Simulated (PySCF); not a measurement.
## Dipole response of Ge(2+) (germanium, charge +2)

[Ar] 3d9 4s2 4p1, one real determinant (an excited configuration). Computed with PySCF 2.14 in aug-cc-pwCVTZ-PP with ECP10MDF (8s7p6d4f1g, 96 functions), with scalar relativity through the core potential. Coupled (time-dependent) response in atomic units; α is the mean over directions.

| method | mean α (bohr³) | α xx, yy, zz | C₆ (like pair) | S(−4) |
| --- | --- | --- | --- | --- |
| UHF | 11.46 | 11.54, 11.54, 11.32 | 52.67 | 48.02 |
| PBE | 10.72 | 10.62, 10.62, 10.91 | 48.43 | 39.97 |
| PBE0 | 10.87 | 10.83, 10.83, 10.93 | 49.26 | 41.32 |

S(−4) is the Cauchy moment in α(ω) = α(0) + S(−4) ω² + …

Spin-orbit coupling is absent.

α(iu) at UHF:

```
u (hartree)  α(iu) (bohr³)
          0          11.46
     0.0500          11.35
      0.100          11.01
      0.200          9.858
      0.300          8.441
      0.500          5.893
      0.750          3.841
       1.00          2.683
       1.50          1.569
       2.00          1.075
       3.00         0.6415
       5.00         0.3354
```

For an ion, C₆ is the dispersion term alone; charge-induced terms of lower order in 1/R come first.

The components differ because the open shell of this determinant is not spherical; for a pure term their mean is the scalar polarisability.

⟨L²⟩ = 8.04 against 12 for a pure F term, so this real determinant mixes terms. Energies and moments cover only the electrons outside the core potential.
